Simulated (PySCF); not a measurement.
# How methods differ on the interval between two levels of Ru

Ru [Kr] 4d7 5s1 [5F5, M_J = 5] → Ru [Kr] 4d7 5p1 [5G6, M_J = 6], as a difference of total energies. Computed with PySCF 2.14 in x2c-SVPall-2c with one added diffuse shell each of s, p, d type (7s9p7d1f, 76 functions), with the two-component X2C-1e Hamiltonian. Correlated levels: [Ar] 3d10 frozen; the 6 highest virtual spinors dropped. "Screened" scales the spin-orbit matrix elements by Boettger's factors to mimic the two-electron term; Breit and QED terms are absent.

| method | interval between two levels (cm⁻¹) | error (cm⁻¹) |
| --- | --- | --- |
| GHF (spin-free) | 24506 | -4066 |
| GMP2 (spin-free) | 28053 | -519 |
| GHF (screened spin-orbit) | 24798 | -3773 |
| GMP2 (screened spin-orbit) | 28183 | -389 |

Reference: 28572 cm⁻¹ (measured; NIST Handbook of Basic Atomic Spectroscopic Data (Sansonetti and Martin, J. Phys. Chem. Ref. Data 34, 1559 (2005))).

The spin-free rows relax to the high-spin LS determinant and lack the spin-orbit shift.

Errors of the correlated levels include the incompleteness of this basis and the frozen core.

The labels give the starting determinants; with spin-orbit coupling the two ends relaxed to ⟨J²⟩ = 30.01, ⟨L²⟩ = 12.09, ⟨S²⟩ = 5.98 and ⟨J²⟩ = 42.02, ⟨L²⟩ = 19.57, ⟨S²⟩ = 6.37.
